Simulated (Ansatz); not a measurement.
Harmonic frequencies (cm⁻¹) at PBE0-D4/def2-TZVP from Ansatz: 75, 88, 125, 187, 244, 296, 341, 397, 472, 668, 774, 972, 978, 983, 1105, 1146, 1172, 1197, 1267, 1373, 1449, 1475, 1479, 1489, 1512, 2306, 2670, 2925, 2957, 3037, 3072, 3130, 3560.

Each molecule was computed in one conformer, which needn't be the lowest.

**Question.** Which molecule is it?
A. `CNCC#CS`
B. `C=CNC(=C)S`
C. `BC(C)Cl`
D. `BC1BNC1`

**Answer.** A.
